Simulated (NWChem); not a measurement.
All runs are NWChem calculations. System: Br2Ge, charge 0, spin multiplicity 1, displaced from the optimised geometry. The structure started from a generated list of species.

Job file:

```
start mol
memory heap 200 mb stack 900 mb global 1100 mb
geometry units angstroms nocenter noautoz
  Ge     0.000000     0.000000    -1.042712
  Br    -1.880263     0.000000     0.476668
  Br     1.880263     0.000000     0.476668
  symmetry group C2v
end
basis spherical
  * library def2-svp
end
dft
  xc xpbe96 cpbe96
  semidirect memsize 60000000 filesize 0
  iterations 100
  convergence nodiis damp 40
end
task dft gradient
```

The output up to the point where the run's verdict is printed (cleaned and shortened):

```
             Northwest Computational Chemistry Package (NWChem) 7.3.0
             --------------------------------------------------------

                                NWChem Input Module
                                -------------------

 Scaling coordinates for geometry "geometry" by  1.889725989
 (inverse scale =  0.529177249)

 Turning off AUTOSYM since
 SYMMETRY directive was detected!

                             Geometry "geometry" -> ""
                             -------------------------

 Output coordinates in angstroms (scale by  1.889725989 to convert to a.u.)

  No.       Tag          Charge          X              Y              Z
 ---- ---------------- ---------- -------------- -------------- --------------
    1 Ge                  32.0000     0.00000000     0.00000000    -1.04271200
    2 Br                  35.0000    -1.88026300     0.00000000     0.47666800
    3 Br                  35.0000     1.88026300     0.00000000     0.47666800

 Effective nuclear repulsion energy (a.u.)     662.7210495362

            Nuclear Dipole moment (a.u.)
            ----------------------------
        X                 Y               Z
 ---------------- ---------------- ----------------
     0.0000000000     0.0000000000    -0.0000453534

      Symmetry information
      --------------------

 Group name             C2v
 Group number             16
 Group order               4
 No. of unique centers     2

      Symmetry unique atoms

     1    2


 Summary of "ao basis" -> "" (spherical)
 ------------------------------------------------------------------------------
       Tag                 Description            Shells   Functions and Types
 ---------------- ------------------------------  ------  ---------------------
 *                          def2-svp                  on all atoms

  pbe96 is a nonlocal functional; adding pw91lda local functional.

                                 NWChem DFT Module
                                 -----------------

 Summary of "ao basis" -> "ao basis" (spherical)
 ------------------------------------------------------------------------------
[...]
 d= 0,ls=0.5         52  -6586.7061277482  2.51D+02  1.15D+00               3.2
 d= 0,ls=0.5         53  -6837.7187058693 -2.51D+02  1.15D+00               3.3
 d= 0,ls=0.5         54  -6586.7061277482  2.51D+02  1.15D+00               3.3
 d= 0,ls=0.5         55  -6837.7187058693 -2.51D+02  1.15D+00               3.4
 d= 0,ls=0.5         56  -6586.7061277482  2.51D+02  1.15D+00               3.4
 d= 0,ls=0.5         57  -6837.7187058693 -2.51D+02  1.15D+00               3.5
 d= 0,ls=0.5         58  -6586.7061277482  2.51D+02  1.15D+00               3.5
 d= 0,ls=0.5         59  -6837.7187058693 -2.51D+02  1.15D+00               3.5
 d= 0,ls=0.5         60  -6586.7061277482  2.51D+02  1.15D+00               3.6
 d= 0,ls=0.5         61  -6837.7187058693 -2.51D+02  1.15D+00               3.6
 d= 0,ls=0.5         62  -6586.7061277482  2.51D+02  1.15D+00               3.7
 d= 0,ls=0.5         63  -6837.7187058693 -2.51D+02  1.15D+00               3.7
 d= 0,ls=0.5         64  -6586.7061277482  2.51D+02  1.15D+00               3.8
 d= 0,ls=0.5         65  -6837.7187058693 -2.51D+02  1.15D+00               3.8
 d= 0,ls=0.5         66  -6586.7061277482  2.51D+02  1.15D+00               3.9
 d= 0,ls=0.5         67  -6837.7187058693 -2.51D+02  1.15D+00               3.9
 d= 0,ls=0.5         68  -6586.7061277482  2.51D+02  1.15D+00               3.9
 d= 0,ls=0.5         69  -6837.7187058693 -2.51D+02  1.15D+00               4.0
 d= 0,ls=0.5         70  -6586.7061277482  2.51D+02  1.15D+00               4.0
 d= 0,ls=0.5         71  -6837.7187058693 -2.51D+02  1.15D+00               4.1
 d= 0,ls=0.5         72  -6586.7061277482  2.51D+02  1.15D+00               4.1
 d= 0,ls=0.5         73  -6837.7187058693 -2.51D+02  1.15D+00               4.2
 d= 0,ls=0.5         74  -6586.7061277482  2.51D+02  1.15D+00               4.2
 d= 0,ls=0.5         75  -6837.7187058693 -2.51D+02  1.15D+00               4.3
 d= 0,ls=0.5         76  -6586.7061277482  2.51D+02  1.15D+00               4.3
 d= 0,ls=0.5         77  -6837.7187058693 -2.51D+02  1.15D+00               4.4
 d= 0,ls=0.5         78  -6586.7061277482  2.51D+02  1.15D+00               4.4
 d= 0,ls=0.5         79  -6837.7187058693 -2.51D+02  1.15D+00               4.4
 d= 0,ls=0.5         80  -6586.7061277482  2.51D+02  1.15D+00               4.5
 d= 0,ls=0.5         81  -6837.7187058693 -2.51D+02  1.15D+00               4.5
 d= 0,ls=0.5         82  -6586.7061277481  2.51D+02  1.15D+00               4.6
 d= 0,ls=0.5         83  -6837.7187058693 -2.51D+02  1.15D+00               4.6
 d= 0,ls=0.5         84  -6586.7061277482  2.51D+02  1.15D+00               4.7
 d= 0,ls=0.5         85  -6837.7187058693 -2.51D+02  1.15D+00               4.7
 d= 0,ls=0.5         86  -6586.7061277482  2.51D+02  1.15D+00               4.8
 d= 0,ls=0.5         87  -6837.7187058693 -2.51D+02  1.15D+00               4.8
 d= 0,ls=0.5         88  -6586.7061277481  2.51D+02  1.15D+00               4.9
 d= 0,ls=0.5         89  -6837.7187058693 -2.51D+02  1.15D+00               4.9
 d= 0,ls=0.5         90  -6586.7061277482  2.51D+02  1.15D+00               5.0
 d= 0,ls=0.5         91  -6837.7187058693 -2.51D+02  1.15D+00               5.0
 d= 0,ls=0.5         92  -6586.7061277482  2.51D+02  1.15D+00               5.0
 d= 0,ls=0.5         93  -6837.7187058693 -2.51D+02  1.15D+00               5.1
 d= 0,ls=0.5         94  -6586.7061277482  2.51D+02  1.15D+00               5.1
 d= 0,ls=0.5         95  -6837.7187058693 -2.51D+02  1.15D+00               5.2
 d= 0,ls=0.5         96  -6586.7061277482  2.51D+02  1.15D+00               5.2
 d= 0,ls=0.5         97  -6837.7187058693 -2.51D+02  1.15D+00               5.3
 d= 0,ls=0.5         98  -6586.7061277482  2.51D+02  1.15D+00               5.3
 d= 0,ls=0.5         99  -6837.7187058693 -2.51D+02  1.15D+00               5.4
 d= 0,ls=0.5        100  -6586.7061277482  2.51D+02  1.15D+00               5.4
```

Convergence was not reached. The next line reads: Calculation failed to converge. NWChem stopped with the message: dft gradient failed.
